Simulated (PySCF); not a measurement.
Computed shifts of a molecule C6H5F, PySCF with B3LYP/pcSseg-1, GIAO, gas phase, equivalent atoms averaged, in ppm (number of nuclei): ¹³C: 159.7 (1), 136.1 (1), 134.2 (1), 119.8 (1), 88.5 (1), 85.6 (1). ¹⁹F: -119.1 (1). ¹H: 6.71 (1), 5.92 (1), 5.84 (1), 5.28 (1), 3.31 (1). References: ¹³C against TMS (σ = 181.3 ppm); ¹⁹F against CFCl3 (σ = 161.7 ppm); ¹H against TMS (σ = 31.68 ppm), references at their B3LYP-D3(BJ)/def2-TZVP geometries, non-relativistic. Coordinates come from a PBE0-D3(BJ)/def2-SVP optimisation. The values are those of a single conformer.

Question: Pick the molecule that these values belong to.
A) C#CC(=C)C(=C)F
B) C#C/C=C/C(=C)F
C) FC=C1C=CC=C1
D) C#CC(=C)/C=C\F

Answer: D, C#CC(=C)/C=C\F
